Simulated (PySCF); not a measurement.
PySCF input for BF₄, SMILES F[B-](F)(F)F, charge -1, PBE0/pcJ-1. Coordinates come from a B3LYP-D3(BJ)/def2-SVPD optimisation.

```python
import numpy as np
from pyscf import gto, scf, dft
from pyscf.prop.ssc import rks as ssc

mol = gto.M(
    atom='''
    F     0.81650819   -0.81650819    0.81650819
    B     0.00000000    0.00000000    0.00000000
    F    -0.81650819   -0.81650819   -0.81650819
    F    -0.81650819    0.81650819    0.81650819
    F     0.81650819    0.81650819   -0.81650819
    ''',
    basis='pcJ-1',
    charge=-1,
    spin=0,
    max_memory=1600,
    verbose=3,
)
mf = dft.RKS(mol, xc='pbe0')
mf.grids.level = 3
mf.conv_tol = 1e-10
mf.max_cycle = 100
mf.kernel()
j = ssc.SSC(mf)
j.with_fcsd = True
j.max_cycle_cphf = 80
j.conv_tol = 1e-7
e11 = j.kernel()
```

It prints:

```
converged SCF energy = -424.1226368386
Reduced spin-spin coupling constant K (Hz)
               #0        #1        #2        #3        #4
        0 F    0.00000
        1 B   -5.95175   0.00000
        2 F    0.59371  -5.95175   0.00000
        3 F    0.59371  -5.95177   0.59363   0.00000
        4 F    0.59370  -5.95174   0.59373   0.59372   0.00000
Spin-spin coupling constant J (Hz)
               #0        #1        #2        #3        #4
        0 F    0.00000
        1 B  -56.09012   0.00000
        2 F   16.41239 -56.09011   0.00000
        3 F   16.41227 -56.09026  16.41027   0.00000
        4 F   16.41210 -56.09000  16.41291  16.41254   0.00000
```

The run converged.
